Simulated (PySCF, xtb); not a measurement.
C2H4N, SMILES [NH+]#CC, charge +1.

GFN2-xTB (xtb) at its own geometry gives an orbital gap of 6.11 eV.

Coordinates come from a B3LYP-D3(BJ)/def2-TZVP optimisation. The isomer is the one that the SMILES or the coordinates give; other isomers of the formula were not compared.

**Question.** What does PBE/def2-TZVPD in PySCF give? (An estimate is asked for; the answer gives what the named calculation found.)

**Answer.** gap 7.94 eV (levels -15.87 and -7.93 eV).
